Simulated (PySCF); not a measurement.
# Calculated NMR parameters of propiophenone

- Formula: C9H10O
- SMILES: CCC(=O)c1ccccc1
- InChI: InChI=1S/C9H10O/c1-2-9(10)8-6-4-3-5-7-8/h3-7H,2H2,1H3
- Point group of the computed structure: C1
- Degrees of unsaturation: 5
- Carbon signals: 7
- Proton signals: 5

Atoms are numbered as in `[CH3:1][CH2:2][C:3](=[O:4])[c:5]1[cH:6][cH:7][cH:8][cH:9][cH:10]1` (H(Xn): hydrogen on atom n).

Method: PBE0-D3(BJ)/def2-SVP structure, NMR shieldings at CAM-B3LYP/pcSseg-1/GIAO, in PySCF (isolated molecule, one averaged value for each set of equivalent atoms, relativity neglected, one computed conformer).

δ = σ(ref) − σ, references computed at the same level: ¹H and ¹³C against TMS; ¹⁷O against H2O.

```tsv
carbon	δC, type	δH (multiplicity)	HMBC from (2–3 bonds)	span of the C tensor (ppm)
C1	8.8, CH3	1.27 (t)	H(C2)	10
C2	33.7, CH2	2.79 (q)	H(C1)	40
C3	206.0, C	–	H(C6)/H(C10), H(C2), H(C1)	213
C5	143.9, C	–	H(C6)/H(C10), H(C7)/H(C9), H(C2)	218
C6/C10	137.9, CH	8.25 (d)	H(C6)/H(C10), H(C8), H(C7)/H(C9)	243
C7/C9	136.9, CH	7.52 (m)	H(C6)/H(C10), H(C8), H(C7)/H(C9)	243
C8	142.5, CH	7.58 (m)	H(C6)/H(C10), H(C7)/H(C9)	251
```

Other nuclei:
| atoms | nucleus | environment | δ (ppm) | σ (ppm) |
| --- | --- | --- | --- | --- |
| O4 | ¹⁷O | ketone oxygen | 637.4 | -298.9 |

- Carbon types of the structure: 2 × C, 5 × CH, 1 × CH2, 1 × CH3, which accounts for all hydrogens.
- δC 206.0: ketone carbonyl carbon; low-lying n→π* states of the double bond to the heteroatom give a large paramagnetic term (-273 ppm).
- δC 143.9: substituted aromatic carbon.
- δC 142.5, 137.9, 136.9: aromatic CH.
- δC 33.7: sp3 CH2 α to a carbonyl; α to the electron-withdrawing carbonyl group.
- δC 8.8: methyl carbon; a saturated carbon with 1 carbon neighbour and no heteroatom attached.

Shifts are as computed, not scaled to solution data. Of 1211 compounds with measured shifts, 218 miss one by over three times the rms of a fit or turn the order of signals round; such compounds aren't used in these exercises. Unscaled 17O shifts of doubly bonded oxygen tend to come out too high, by tens of ppm or more. Experimental scales use liquid or dissolved standards, which lie at an offset from isolated H2O (liquid H2O: subtract about 36 ppm). No couplings were computed; multiplicities are counted from neighbouring protons, with m where these are inequivalent, close in shift, in a saturated or five-membered ring or joined by F or P, and br s for small geminal =CH2 splittings.
